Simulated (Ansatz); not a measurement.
C4H4O2, SMILES Oc1ccco1.

The structure is a stationary point at PBE0-D3(BJ)/def2-SVP. One conformer was computed; it need not be the lowest.

Two levels are set side by side: PBE/def2-SVPD (Ansatz, a quantum-chemistry and plane-wave program) and CAM-B3LYP/def2-SVPD (Ansatz). Energy differences of separate SCF runs at the same geometry; the states with an electron removed or added have multiplicity 2 and 2. Differences are taken from unrounded values.

| quantity | CAM-B3LYP | PBE | PBE minus CAM-B3LYP |
|---|---|---|---|
| vertical ionisation energy (eV) | 8.30 | 8.15 | -0.16 |
| vertical singlet–triplet gap (eV) | 4.05 | 4.07 | 0.02 |

On these quantities the two levels nearly agree.
